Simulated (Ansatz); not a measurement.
Cost and result for the atomization energy of C$_{2}$H$_{2}$Br$_{2}$, SMILES `Br/C=C\Br` (6 atoms, 5 bonds).

Z-matrix (Å, degrees):
```
C
C 1 1.322
Br 1 1.864 2 125.6
H 1 1.082 2 120.5 3 -180.0
Br 2 1.864 1 125.6 3 0.0
H 2 1.082 1 120.5 3 -180.0
```

The species carries charge 0 and has multiplicity 1. Correlated methods include outer-core shells of Br, which these sets cover unevenly. Scalar relativity is left out up to krypton. All single points use the PBE0-D4/def2-TZVP geometry. Program: Ansatz. Hardware: A = 2 threads of an AMD EPYC 7R13 on a shared host; B = 2 threads of an AMD EPYC 7R13 on a shared host and a share of an NVIDIA H100 80 GB. Times are those of one run each, without the atoms' runs, and a repeat can differ threefold. Electronic energies, without spin–orbit coupling; frozen cores. CCSD(T)/CBS adds CCSD(T) − MP2 in def2-TZVPP to the MP2 limit, and its time is that of the two runs behind it. T1 = 0.009. With those shells the extrapolation isn't a true limit. B3LYP takes the VWN-RPA correlation (the form of Gaussian; ORCA's B3LYP/G). HSE06 is the plane-wave form, built on full-range PBE exchange.

CCSD(T)/CBS is a level of theory with its own doubt, some kJ/mol a heavy atom from the limit and from the frozen cores, so smaller differences don't rank the functionals.

| level | functions | wall time |
| --- | --- | --- |
| LDA (SPW92)/def2-TZVPP [A] | 186 | 1.7 s |
| CCSD(T)/def2-TZVPP [B] | 186 | 2.5 s |
| BLYP-D4/def2-TZVPP [A] | 186 | 2.8 s |
| PBE0-D4/def2-TZVPP [A] | 186 | 4.7 s |
| HSE06-D4/def2-TZVPP [A] | 186 | 5.5 s |
| CAM-B3LYP-D4/def2-TZVPP [A] | 186 | 6 s |
| r2SCAN-D4/def2-TZVPP (with forces) [A] | 186 | 6.5 s |
| B3LYP-D4/def2-TZVPP (with forces) [A] | 186 | 7 s |
| PBE-QIDH/def2-TZVPP [A] | 186 | 8 s |
| CCSD(T)/def2-SVP [A] | 102 | 11 s |
| ωB97X-V/def2-TZVPP [A] | 186 | 12 s |
| CCSD(T)/def2-QZVPP [B] | 352 | 15 s |
| CCSD(T)/CBS(def2) | – | 18 s |

(1) What atomization energy does each give, and how far from CCSD(T)/CBS? (Estimate.)

## Answers

(1) Computed: 
```csv
level,atomization (kcal/mol),difference from CCSD(T)/CBS,per bond
LDA (SPW92)/def2-TZVPP [A],588.4,89.4,17.9
CCSD(T)/def2-TZVPP [B],483.8,-15.2,-3.0
BLYP-D4/def2-TZVPP [A],497.9,-1.1,-0.2
PBE0-D4/def2-TZVPP [A],505.4,6.4,1.3
HSE06-D4/def2-TZVPP [A],505.9,6.9,1.4
CAM-B3LYP-D4/def2-TZVPP [A],493.7,-5.3,-1.1
r2SCAN-D4/def2-TZVPP (with forces) [A],502.3,3.3,0.7
B3LYP-D4/def2-TZVPP (with forces) [A],494.9,-4.1,-0.8
PBE-QIDH/def2-TZVPP [A],498.9,-0.1,0.0
CCSD(T)/def2-SVP [A],467.9,-31.1,-6.2
ωB97X-V/def2-TZVPP [A],495.4,-3.6,-0.7
CCSD(T)/def2-QZVPP [B],491.9,-7.1,-1.4
CCSD(T)/CBS(def2),499.0,0.0,0.0
```

From PBE to PBE0 (25 % exact exchange), in def2-TZVPP and without D4, the atomization energy moves by −13.8 kcal/mol: exact exchange takes away binding that semilocal exchange gives to molecules. The D4 term adds +6.3 kcal/mol with B3LYP and +3.2 kcal/mol with PBE0; it sums over pairs of atoms, weighted by their polarisabilities, and B3LYP, whose exchange is more repulsive, gets the larger term. In def2-TZVPP, CCSD(T) changes the Hartree–Fock value by +141.3 kcal/mol (the triples alone add +12.4 kcal/mol) and MP2 by +158.2 kcal/mol; breaking electron pairs costs correlation energy, which Hartree–Fock lacks.
